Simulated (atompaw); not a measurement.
## What one change does to a pseudopotential (lead (Pb), PAW (atompaw))

* Element: Pb (Z = 82)
* Generator: atompaw 4.2.0.5
* Type: PAW
* Functional: LDA (PW92)
* Relativity: scalar-relativistic
* Frozen core: [Xe] 4f14
* Valence charge: 14
* Reference configuration: 5d10 6s2 6p2
* Partial waves: 6s (bound): rc 1.95 bohr; 6s channel at 0.25 Ry: rc 1.95 bohr; 6p (bound): rc 2.65 bohr; 6p channel at 3.6 Ry: rc 2.65 bohr; 5d (bound): rc 2.05 bohr; 5d channel at 2.7 Ry: rc 2.65 bohr
* Local potential: vpsmatchnc scheme with l = 3 at -0.5 Ry, radius 2.20 bohr
* Core correction: smooth core density matched at 2.65 bohr
* Augmentation charge: besselshape compensation charge, radius 2.60 bohr; PAW radius 2.65 bohr; waves and projectors: custom rrkj gramschmidtortho

All-electron outer shells of the reference configuration (LDA (PW92), scalar-relativistic, ld1.x):

```csv
shell,level (eV),outermost node (bohr),outermost maximum (bohr)
4f,-133.25,–,0.35
5p,-85.96,0.49,0.88
5d,-21.29,0.52,1.07
6s,-12.32,1.01,1.95
6p,-3.70,1.18,2.63
```

Change: all radii scaled by about 1.21 (s 2.36, p 3.20, d 2.48 bohr); local potential vpsmatchnc scheme with l = 3 at -0.5 Ry, radius 2.66 bohr; augmentation besselshape compensation charge, radius 3.14 bohr; PAW radius 3.20 bohr; waves and projectors: custom rrkj gramschmidtortho; core correction smooth core density matched at 3.20 bohr.

Cutoffs: the cutoffs (Ry, on a coarse ladder) from which the occupation-weighted sum of valence levels, in a spherical-Bessel basis at the reference potential, stays within 10 and 1 mRy of its value at 400 Ry; they do not see the model core or the augmentation charge, which bear on the density cutoff.

Question: What does the change do?

Answer: The potential gets softer (30 Ry and 45 Ry → 18 Ry and 30 Ry); both files keep a bound ghost (s). A larger radius leaves more room for a smooth pseudo-wave, so fewer plane waves are needed.

```tsv
quantity	base	changed
cutoff, loose	30 Ry	18 Ry
cutoff, tight	45 Ry	30 Ry
loose cutoff by channel (10 mRy a level)	s 6 Ry, p 6 Ry, d 21 Ry	s 6 Ry, p 6 Ry, d 15 Ry
bound ghosts	s	s
lowest overlap eigenvalue by channel	s 0.40, p 0.59, d 0.55	s 0.25, p 0.30, d 0.54
```

 A true bound ghost makes a file unfit for plane-wave use even where its test errors are small: the radial tests pick states by their node count and pass the ghost by. The cutoffs see the waves, projectors and local potential, not the compensation charge or the core.
